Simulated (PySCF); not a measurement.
# Dipole response of Pt⁺ (platinum, charge +1)

[Xe] 4f14 5d8 6s1, high-spin 4F determinant (an excited configuration). Calculation: PySCF 2.14, in aug-cc-pVQZ-PP with ECP60MDF (7s7p6d4f3g2h, 135 functions); scalar relativity through the core potential. Coupled (time-dependent) response in atomic units; α is the mean over directions.

```json
{"method": "TPSS", "mean α (bohr³)": "23.05", "C₆ (like pair)": "185.3", "S(−4)": "192.4"}
```

S(−4) is the Cauchy moment in α(ω) = α(0) + S(−4) ω² + …

Spin-orbit coupling is absent.

α(iu) at TPSS:

| u (hartree) | α(iu) (bohr³) |
| --- | --- |
| 0 | 23.05 |
| 0.0500 | 22.58 |
| 0.100 | 21.34 |
| 0.200 | 17.87 |
| 0.300 | 14.63 |
| 0.500 | 10.25 |
| 0.750 | 7.236 |
| 1.00 | 5.471 |
| 1.50 | 3.494 |
| 2.00 | 2.432 |
| 3.00 | 1.366 |
| 5.00 | 0.5947 |

A single London oscillator, α(iu) = α/(1 + u²/ω²), gives C₆ = (3/4) ω α². Matching the computed C₆ needs ω = 4 × 185.3 / (3 × 23.05²) = 0.465 hartree.

For an ion, C₆ is the dispersion term alone; charge-induced terms of lower order in 1/R come first.

Energies and moments cover only the electrons outside the core potential. Spin-orbit coupling, absent here, splits the open shell strongly.
